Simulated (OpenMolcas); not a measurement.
**Fe5+, Ru5+, Os5+: d³ down the group**

```json
{
 "Program": "OpenMolcas 26.06",
 "Method": "SS-RASPT2, IPEA 0.25 Eh, imaginary shift 0.1 Eh",
 "Basis": "ANO-R2",
 "Scalar Hamiltonian": "X2C, finite nucleus",
 "Spin-orbit coupling": "RASSI with atomic mean-field integrals over the reference wave functions, term energies averaged over their components"
}
```

Active space for each ion: 9 electrons in 8 orbitals (RAS1 p, at most 2 holes; RAS2 d); closed shells correlated by CASPT2: Fe5+ 3s; Ru5+ 4s; Os5+ 5s.

Computed levels in cm-1 above ⁴F_3/2:

| Level | Fe5+ | Ru5+ | Os5+ |
| --- | --- | --- | --- |
| ⁴F_5/2 | 528 | 1477 | 6770 |
| ⁴F_7/2 | 1237 | 3250 | 12020 |
| ⁴F_9/2 | 2100 | 5170 | 15350 |
| ⁴P_1/2 | 19420 | 13730 | 17390 |
| ⁴P_5/2 | 20260 | 16000 | 25820 |
| ²G_7/2 | 21110 | 16190 | 23970 |
| ²G_9/2 | 21830 | 17180 | 38610 |
| ²P_3/2 | 26930 | 24870 | 41520 |
| ²P_1/2 | 27030 | 20440 | 29920 |
| weight of ⁴F in the lowest level (%) | 100 | 98 | 81 |

Mixed levels, with the weight of the term that names them: Fe5+ ²P_3/2 (67 %), Ru5+ ²G_9/2 (71 %), Ru5+ ²P_3/2 (51 %), Os5+ ⁴F_9/2 (55 %), Os5+ ⁴P_1/2 (67 %), Os5+ ²G_9/2 (57 %), Os5+ ²P_3/2 (55 %), Os5+ ²P_1/2 (67 %).

Measured, with the error of the calculation in %. Measured levels: Fe5+ from Corliss and Sugar, J. Phys. Chem. Ref. Data 11, 135 (1982); Os5+ from the list in Brasseur, Palmeri and Quinet, Atoms 13, 11 (2025).

| Level | Fe5+ | Os5+ |
| --- | --- | --- |
| ⁴F_5/2 | 511 (+3.2) | 6397 (+5.8) |
| ⁴F_7/2 | 1188 (+4.1) | 11444 (+5.0) |
| ⁴F_9/2 | 2001 (+5.2) | 14678 (+4.6) |
| ⁴P_1/2 | 18738 (+3.6) | 16772 (+3.7) |
| ⁴P_5/2 | 19611 (+3.3) | 24828 (+4.0) |
| ²G_7/2 | 20616 (+2.4) | 22920 (+4.6) |
| ²G_9/2 | 21315 (+2.4) | 37019 (+4.3) |
| ²P_3/2 | 26215 (+2.7) | 40203 (+3.3) |
| ²P_1/2 | 26496 (+2.0) | 28860 (+3.7) |

The fine-structure level ⁴F_9/2 changes by a factor of 7.31 from Fe5+ to Os5+.

Without spin-orbit coupling ⁴P lies 18740, 12100, 11540 cm-1 above ⁴F in that order; the difference to the level ⁴P_1/2, of either sign, comes from spin-orbit coupling, which also lowers the zero.

Term energies are means over components that CASPT2 splits; among the terms shown or strongly mixed into the levels shown the widest spread is 430 cm-1 (3d³ ⁴F, Fe5+). Active for correlation alone: 3p; no level in the range computed is led by a configuration that opens it, so any true level of that kind is missing (holds for Fe5+). Active for correlation alone: 4p; no level in the range computed is led by a configuration that opens it, so any true level of that kind is missing (holds for Ru5+). Active for correlation alone: 5p; no level in the range computed is led by a configuration that opens it, so any true level of that kind is missing (holds for Os5+). Computed and measured levels are paired by configuration, term and J; levels that our copy of the source lacks, or whose pairing is in doubt (as where it misses far off the trend of its configuration), stay unpaired and out of the deviations. Levels of configurations outside the active space are missing.
